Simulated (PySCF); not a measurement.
Ligands exchanged one at a time, Ge F-Cl. Isolated molecules, 0 K electronic values unless said otherwise. Strings in code marks are SMILES.

Computed with PBE-D3(BJ)/def2-TZVP // B3LYP-D3(BJ)/def2-TZVP (PySCF 2.14.0). All candidates: neutral, multiplicity 1. 

```
Property          Result
-------------  ---------
HOMO           -10.48 eV
HOMO–LUMO gap    7.43 eV
LUMO            -3.05 eV
```

Question: Name which member has these values.
(A) `[Cl][Ge]([Cl])([Cl])[Cl]`
(B) `[F][Ge]([F])([F])[F]`
(C) `[F][Ge]([Cl])([Cl])[Cl]`
(D) `[F][Ge]([F])([F])[Cl]`

Answer: B, `[F][Ge]([F])([F])[F]`. The others give `[Cl][Ge]([Cl])([Cl])[Cl]`: -8.20 eV, 4.78 eV, -3.42 eV; `[F][Ge]([F])([F])[Cl]`: -9.09 eV, 6.02 eV, -3.07 eV; `[F][Ge]([Cl])([Cl])[Cl]`: -8.35 eV, 5.06 eV, -3.28 eV
